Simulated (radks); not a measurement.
Question: Neutral xenon, [Xe]. Calculated with a radial shooting solver on a logarithmic mesh with Libxc functionals: non-relativistic Kohn-Sham, PBE, spin-polarised, spherical densities, point nucleus. Every spin shell is full or empty, so the densities are truly spherical. Functionals are evaluated on that one density, not self-consistently. Rank these exchange functionals by their error against the exact value of the orbitals, and give that value: LDA, B88, PBE, revPBE, RPBE, OPTX, WC, AM05, EV93, APBE, TPSS, revTPSS, SCAN, r2SCAN, Tao-Mo.

Answer: Exact: -179.029 hartree. From best to worst, with 100 (|E| - |E exact|)/|E exact| (equal figures are ties): B88 0.00, r2SCAN -0.13, SCAN +0.14, RPBE -0.27, APBE +0.27, revPBE -0.31, TPSS -0.33, EV93 -0.38, PBE -0.44, Tao-Mo -0.84, WC -0.85, revTPSS -0.95, OPTX +1.28, AM05 -4.42, LDA -4.73.
